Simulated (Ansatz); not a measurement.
CH$_{5}$AlOSe (`C[O][AlH][SeH]`). Charge 0, multiplicity 1. Geometry: relaxed with PBE0-D4/def2-TZVP. It is one conformer, not always the lowest.

```xyz
9

C    -0.734    1.184   -0.349
O    -0.853    0.039    0.438
Al    0.050   -1.327    0.807
Se    2.150   -1.651   -0.125
H    -0.762    2.079    0.282
H     0.200    1.206   -0.925
H    -1.567    1.242   -1.056
H    -0.552   -2.387    1.797
H     2.067   -0.384   -0.867
```

Question: What is the dipole moment at B3LYP/def2-TZVPP? (An estimate is asked.)

Answer: The calculation gave: 1.33 D, with components (-0.25, 1.16, -0.59) D in this frame, pointing from negative to positive charge.

Question: And with PBE, r2SCAN, ωB97M-V? (Best estimate.)

Answer: The calculation gave: PBE 1.34 D, r2SCAN 1.41 D, ωB97M-V 1.36 D.

Question: Give the Mulliken charges with B3LYP, PBE, r2SCAN in def2-TZVPP. (Estimate.)

Answer: Ansatz gave: 
```json
{"atom": "C1", "B3LYP": "-0.10", "PBE": "-0.12", "r2SCAN": "0.03"}
{"atom": "O2", "B3LYP": "-0.37", "PBE": "-0.29", "r2SCAN": "-0.39"}
{"atom": "Al3", "B3LYP": "0.49", "PBE": "0.42", "r2SCAN": "0.53"}
{"atom": "Se4", "B3LYP": "-0.22", "PBE": "-0.22", "r2SCAN": "-0.25"}
{"atom": "H5", "B3LYP": "0.10", "PBE": "0.10", "r2SCAN": "0.06"}
{"atom": "H6", "B3LYP": "0.07", "PBE": "0.07", "r2SCAN": "0.03"}
{"atom": "H7", "B3LYP": "0.10", "PBE": "0.10", "r2SCAN": "0.06"}
{"atom": "H8", "B3LYP": "-0.12", "PBE": "-0.10", "r2SCAN": "-0.14"}
{"atom": "H9", "B3LYP": "0.05", "PBE": "0.06", "r2SCAN": "0.07"}
```

B3LYP here is the variant with VWN-RPA as its local correlation; programs differ in this.
